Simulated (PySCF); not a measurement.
Mg(OSiH3)2 (H6MgO2Si2), SMILES [SiH3][O][Mg][O][SiH3]. Atoms are numbered in the order given.

```xyz
11

Mg     0.0000     0.0000     0.0000
O      0.0000     0.0000     1.7922
Si     0.0000     0.0000     3.4298
H     -0.5185     1.2976     3.9733
H      1.3830    -0.1998     3.9733
H     -0.8645    -1.0978     3.9733
O      0.0000     0.0000    -1.7922
Si     0.0000     0.0000    -3.4298
H     -0.5185    -1.2976    -3.9733
H      1.3830     0.1998    -3.9733
H     -0.8645     1.0978    -3.9733
```

Geometry optimised at PBE0-D3(BJ)/def2-SVP. The structure was generated by enumeration; whether it is a known compound was not checked. The values are those of a single conformer.

Two levels are set side by side: PBE/pcSseg-1 (PySCF) and B3LYP/pcSseg-1 (PySCF). GIAO shifts against H2O (¹⁷O), TMS (²⁹Si), TMS (¹H) at the same level; non-relativistic, no solvent, atoms listed together averaged. Differences are taken from unrounded values.

```
quantity                                 B3LYP
---------------------------------------  -----
δ(¹⁷O) of O2, O7 (ppm)                   -27.9
δ(²⁹Si) of Si3, Si8 (ppm)                -47.9
δ(¹H) of H4, H5, H6, H9, H10, H11 (ppm)   5.34
```

### Question
What does PBE give, and how far is it from B3LYP? (An estimate is asked for; the answer gives what the named calculation found.)

### Answer

| quantity | PBE | PBE minus B3LYP |
|---|---|---|
| δ(¹⁷O) of O2, O7 (ppm) | -24.9 | 3.0 |
| δ(²⁹Si) of Si3, Si8 (ppm) | -42.2 | 5.7 |
| δ(¹H) of H4, H5, H6, H9, H10, H11 (ppm) | 5.70 | 0.36 |

Rough cost on one machine, each run with all the roots and properties that it gave: B3LYP against PBE within a factor of 2.
